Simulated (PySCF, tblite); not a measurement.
C7H11P.
Geometry (GFN2-xTB, Å), atoms numbered from 1 in this order:
```xyz
19
C7H11P angstrom
C      3.5424   -0.2345   -0.1569
C      2.2752   -0.5601   -0.3969
C      1.2174    0.3898   -0.3698
C     -0.0724    0.6458   -0.4365
C     -1.4521    0.1347   -0.5248
C     -1.4551   -1.3929   -0.5712
C     -2.2645    0.6622    0.6607
P      0.8903    2.2077   -0.2741
H      3.8149    0.7837    0.0703
H      4.3343   -0.9628   -0.1754
H      1.9888   -1.5807   -0.6242
H     -1.8976    0.5259   -1.4489
H     -1.0008   -1.7985    0.3305
H     -2.4758   -1.7624   -0.6428
H     -0.8959   -1.7502   -1.4328
H     -2.2285    1.7495    0.6856
H     -3.3021    0.3474    0.5805
H     -1.8559    0.2805    1.5943
H      0.8275    2.3240    1.1400
```

Theory: PBE0/pcSseg-1 in PySCF (dipole) on a GFN2-xTB geometry, gas phase.

Masses are those of the commonest isotopes; rigid-rotor values at the optimised geometry. The values belong to one conformer with, in the numbering `[CH2:1]=[CH:2][C:3]1=[C:4]([CH:5]([CH3:6])[CH3:7])[PH:8]1`, C1–C2–C3–C4 -174°, C3–C4–C5–C6 -1°.

Q: What are A, B and C (MHz)?

A: Ia = 203.76, Ib = 443.10, Ic = 605.25 u·Å²; 505379 MHz·u·Å²/I gives A = 2480, B = 1141, C = 835.0 MHz.

Q: What kind of rotor is it?

A: An asymmetric top. Ray's parameter κ = (2B − A − C)/(A − C) = -0.629; −1 is the prolate and +1 the oblate limit.

Q: Is it planar, by Δ = Ic − Ia − Ib?

A: Not planar: Δ = Ic − Ia − Ib = -41.61 u·Å². For a rigid frame Δ = −2 Σ m c², so Σ m c² = 20.81 u·Å² lies off the ab plane: 9.13 from hydrogen and 11.68 from heavier atoms. The atom farthest from that plane is 1.72 Å away.

Q: Give the other two planar moments, Paa and Pbb, and the rms extents of the mass along the axes.

A: Paa = Σ m a² = (Ib + Ic − Ia)/2 = 422.30 and Pbb = Σ m b² = (Ia + Ic − Ib)/2 = 182.96 u·Å². With the mass M = 126.06 u, the rms extents √(P/M) along a, b and c are 1.83, 1.20, 0.41 Å.

Q: Where do the levels up to J = 2 lie, in cm⁻¹?

A: Above 0(0,0):
J = 1: 1(0,1) 0.0659, 1(1,1) 0.1106, 1(1,0) 0.1208
J = 2: 2(0,2) 0.1961, 2(1,2) 0.2322, 2(1,1) 0.2628, 2(2,1) 0.3968, 2(2,0) 0.3984

Q: Which lines would a microwave search look for?

A: The dipole components are |μa| = 0.95 D, |μb| = 1.63 D, |μc| = 0.57 D. The squared components, which scale the intensities, stand as 0.34 : 1.00 : 0.12 (a : b : c). Some lines, for components of 0.1 D or more:

```json
{"type": "c", "branch": "Q", "J(Ka,Kc)": "4(1,4) ← 4(0,4)", "MHz": "495", "lower level (cm⁻¹)": "0.638"}
{"type": "b", "branch": "Q", "J(Ka,Kc)": "1(1,0) ← 1(0,1)", "MHz": "1645", "lower level (cm⁻¹)": "0.066"}
{"type": "a", "branch": "Q", "J(Ka,Kc)": "3(1,2) ← 3(1,3)", "MHz": "1829", "lower level (cm⁻¹)": "0.414"}
{"type": "b", "branch": "R", "J(Ka,Kc)": "2(1,2) ← 1(0,1)", "MHz": "4985", "lower level (cm⁻¹)": "0.066"}
{"type": "c", "branch": "Q", "J(Ka,Kc)": "5(3,3) ← 5(2,3)", "MHz": "6475", "lower level (cm⁻¹)": "1.228"}
{"type": "b", "branch": "Q", "J(Ka,Kc)": "5(3,2) ← 5(2,3)", "MHz": "6596", "lower level (cm⁻¹)": "1.228"}
{"type": "b", "branch": "R", "J(Ka,Kc)": "4(0,4) ← 3(1,3)", "MHz": "6715", "lower level (cm⁻¹)": "0.414"}
{"type": "b", "branch": "Q", "J(Ka,Kc)": "3(3,1) ← 3(2,2)", "MHz": "7489", "lower level (cm⁻¹)": "0.595"}
{"type": "b", "branch": "Q", "J(Ka,Kc)": "5(3,3) ← 5(2,4)", "MHz": "7829", "lower level (cm⁻¹)": "1.183"}
{"type": "a", "branch": "R", "J(Ka,Kc)": "4(3,1) ← 3(3,0)", "MHz": "8010", "lower level (cm⁻¹)": "0.844"}
{"type": "b", "branch": "Q", "J(Ka,Kc)": "5(4,1) ← 5(3,2)", "MHz": "10242", "lower level (cm⁻¹)": "1.448"}
{"type": "b", "branch": "Q", "J(Ka,Kc)": "5(5,1) ← 5(4,2)", "MHz": "13336", "lower level (cm⁻¹)": "1.790"}
{"type": "b", "branch": "R", "J(Ka,Kc)": "4(2,2) ← 3(1,3)", "MHz": "13925", "lower level (cm⁻¹)": "0.414"}
{"type": "b", "branch": "R", "J(Ka,Kc)": "5(5,1) ← 4(4,0)", "MHz": "23317", "lower level (cm⁻¹)": "1.457"}
```

Q: Estimate the classical rotational partition function at 25 K, 100 K and 298.15 K.

A: Point group C1, symmetry number σ = 1; q = (√π/σ)·√((kT/h)³/(ABC)), k/h = 20836.6 MHz/K: 13700 at 25 K, 110000 at 100 K, 565000 at 298.15 K.

Its GFN2-xTB frequencies are all real (lowest 28 cm⁻¹). These are rigid-rotor constants of the computed structure; measured ground-state constants (B0) also hold zero-point vibration. A rigid rotor knows nothing of internal rotation, which can split or shift real lines.

The run took 30 s on one thread, Arm Neoverse V1, shared host. This is the PBE0/pcSseg-1 job that gave the dipole, with the shieldings it also computed.
